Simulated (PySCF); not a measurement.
Compound: PAsSbSb tetrahedron, AsPSb₂.
Bonds: P1–As2, P1–Sb3, P1–Sb4, As2–Sb3, As2–Sb4, Sb3–Sb4.

Method: PBE0-D3(BJ)/def2-SVP geometry optimisation, gas phase, def2 core potentials past Kr in PySCF.

Q: List the bond lengths and angles at this level.

A: 
```json
{"bond": "P1–As2", "length (pm)": "234.7"}
{"bond": "P1–Sb3, P1–Sb4", "length (pm)": "254.8"}
{"bond": "As2–Sb3, As2–Sb4", "length (pm)": "263.0"}
{"bond": "Sb3–Sb4", "length (pm)": "280.0"}
```

Bonds in one row agree within 1 pm and their mean is given. A selection of angles:
```json
{"angle": "As2–P1–Sb3", "degrees": "64.9"}
{"angle": "Sb3–P1–Sb4", "degrees": "66.7"}
{"angle": "P1–As2–Sb3", "degrees": "61.2"}
{"angle": "Sb3–As2–Sb4", "degrees": "64.3"}
{"angle": "P1–Sb3–As2", "degrees": "53.9"}
{"angle": "P1–Sb3–Sb4", "degrees": "56.7"}
{"angle": "As2–Sb3–Sb4", "degrees": "57.8"}
```

P1 (phosphorus bonded to As and 2 Sb) is pyramidal (angles 66.7°, 64.9° and 64.8°, sum 196.4°, 1.93 Å off the plane of its three neighbours). Sb3 (antimony bonded to As, P and Sb) is pyramidal (angles 57.8°, 56.7° and 53.9°, sum 168.3°, 2.23 Å off the plane of its three neighbours). As2 (arsenic bonded to P and 2 Sb) is pyramidal (angles 64.3°, 61.3° and 61.2°, sum 186.8°, 2.02 Å off the plane of its three neighbours).

Point group: Cs (every atom within 0.08 Å of its image). Stationary, but not proved a minimum. The numbers are those of one conformer.

Time: 70 s; peak memory 0.38 GiB. Hardware: one thread of an Arm Neoverse V2, no GPU (shared host). This is the geometry optimisation.
